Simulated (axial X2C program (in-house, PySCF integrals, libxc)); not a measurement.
## CsO⁺: from the spin-free to the two-component result

Computed with an axial X2C code built on PySCF integrals. Spin-free means the one-electron spin-free X2C Hamiltonian; two-component (2c) means X2C with spin–orbit coupling and atomic mean-field two-electron Coulomb and Gaunt terms, so the difference of the two also holds small scalar two-electron terms. Basis: Cs dyall-cv3z [15s15p9d4f1g], O dyall-av3z [7s6p3d2f] (cores contracted in-house); Gaussian nuclei, density fitting, unrestricted open shells. Masses: Cs 132.905 u, O 15.995 u.

Spin-free state: M_S = 1, Λ = 0 (beyond evenly filled blocks: π+α, π-α); fragments Cs+ + O.

```csv
level,Re (Å),ωe (cm⁻¹),De (eV),μ (D)
PBE0,3.373,86.9,0.128,-1.21
HF,3.547,71.2,0.093,-1.44
MP2,3.398,87.4,0.125,n/a
CCSD,3.411,86.7,0.130,n/a
CCSD(T),3.400,88.3,0.114,n/a
BHandHLYP,3.380,87.9,0.118,-1.26
```

Correlated methods: 14 electrons correlated (number of frozen shells: Cs 4 s, 3 p, 2 d; O 1 s), 296 virtual spin orbitals or spinors in MP2, 89 natural virtuals in coupled cluster.

Dipoles are positive if O is the positive end and refer to the centre of mass.

Two-component determinant lowest at the distance of the search:

Ω = 1 (⟨Sz⟩ = 1.00, ⟨Lz⟩ = 0.00 at HF); fragments Cs+ + O.

```json
{"level": "PBE0", "Re (Å)": "3.373", "ωe (cm⁻¹)": "86.9", "De (eV)": "0.128", "μ (D)": "-1.21"}
{"level": "HF", "Re (Å)": "3.548", "ωe (cm⁻¹)": "71.2", "De (eV)": "0.093", "μ (D)": "-1.44"}
{"level": "MP2", "Re (Å)": "3.399", "ωe (cm⁻¹)": "87.3", "De (eV)": "0.122", "μ (D)": "n/a"}
{"level": "CCSD", "Re (Å)": "3.411", "ωe (cm⁻¹)": "86.7", "De (eV)": "0.128", "μ (D)": "n/a"}
{"level": "CCSD(T)", "Re (Å)": "3.399", "ωe (cm⁻¹)": "88.3", "De (eV)": "0.107", "μ (D)": "n/a"}
{"level": "BHandHLYP", "Re (Å)": "3.381", "ωe (cm⁻¹)": "87.8", "De (eV)": "0.118", "μ (D)": "-1.26"}
```

Q: From the two tables, how do the constants change at the CCSD(T) level (2c against spin-free)?

A: At the CCSD(T) level Re is unchanged within 0.001 Å and ωe stays the same within 0.2 cm⁻¹; De changes by -0.007 eV.

The state is a single determinant with fixed occupations, the lowest that a limited PBE0 search found. De is counted from the lowest determinant-based energies of the atoms at the same level, without counterpoise correction. Density functionals use the spin component along the axis (collinear). Coupled cluster ran in a truncated set of natural virtual spinors; the MP2 energy of the rest was added. (T) has no such correction and the atoms are truncated less, which lowers De at CCSD(T) by a hundredth of an eV or more. The 2c atoms are single determinants rather than J levels; their spin–orbit lowering is only partly caught, and De is too large by that part. This holds for PBE0, BHandHLYP. PBE0 can misorder states that lie within some tenths of an eV, so this need not be the ground state of the molecule. The nearest other spin-free determinant of the search, M_S = 1, Λ = 1, lies 0.33 eV up at the distance of the search. The functionals have no current-density term, which raises determinants with orbital currents, atoms included. With several unpaired electrons one determinant need not be a pure state. Open-shell Ω = 0 determinants with evenly filled partner blocks cannot be reached by this program, so the Ω shown need not be the lowest component. This is the Ω = 1 component of a π² triplet; the 0⁺ component is not one determinant and can lie lowest.
